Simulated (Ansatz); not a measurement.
Calculated with Ansatz (gas phase, PBE0-D4/def2-TZVP geometries, no zero-point term in ΔE). CCSD(T)/CBS adds triple-zeta CCSD(T) − MP2 to the extrapolated MP2 energy (def2 sets, frozen cores). This one scheme is used for every species. One conformer a species, not always the lowest.

`FC(F)(F)CC(F)(F)F` + `O[SiH](Cl)Cl` → `FC(F)(F)O[SiH](Cl)Cl` + `CC(F)(F)F`  (substitution at a C–C bond)

```json
{"level": "MP2/def2-TZVPP", "ΔE (kcal/mol)": "0.3"}
{"level": "HF/def2-QZVPP", "ΔE (kcal/mol)": "-3.6"}
```

(1) What does CCSD(T)/CBS give? (Estimate.)

Largest T1 diagnostic among the species: 0.012.

## Answers

(1) Ansatz gave: +0.4 kcal/mol. The listed levels differ from it by -0.1, -4.0 kcal/mol.

From PBE to PBE0 (25 % exact exchange), in def2-TZVPP and without D4, ΔE moves by −0.7 kcal/mol. In def2-TZVPP, CCSD(T) changes the Hartree–Fock value by +3.3 kcal/mol (the triples alone add +0.3 kcal/mol) and MP2 by +3.8 kcal/mol.
